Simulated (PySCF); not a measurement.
CH3Te, SMILES [Te]C (connectivity only; charge and spin as stated), charge +1, multiplicity 1. Coordinates come from a B3LYP-D3(BJ)/def2-TZVP optimisation. The multiplicity is an assumed one; other spin states were not compared. The isomer is the one that the SMILES or the coordinates give; other isomers of the formula were not compared. The def2 effective core potentials stand for the cores of Te; spin–orbit coupling is left out.

All values below come from PySCF with B3LYP-D3(BJ)/def2-TZVP.

Harmonic wavenumbers (cm⁻¹): 481, 640, 747, 1133, 1224, 1417, 2856, 3091, 3154. Rotational constants (GHz): 155.5, 7.853, 7.832; symmetry number 1.

Work out the zero-point energy and the ideal-gas rigid-rotor harmonic-oscillator thermochemistry at 298.15 K and 1 atm.

ZPE = ½ Σ hcν = ½ × 14744 cm⁻¹ = 21.08 kcal/mol. H − E(el) = 23.77 kcal/mol. Entropy in cal/(mol K): translation 40.78, rotation 21.05, vibration 1.46, total 63.28. G − E(el) = 4.90 kcal/mol. Cp = 11.47 cal/(mol K).
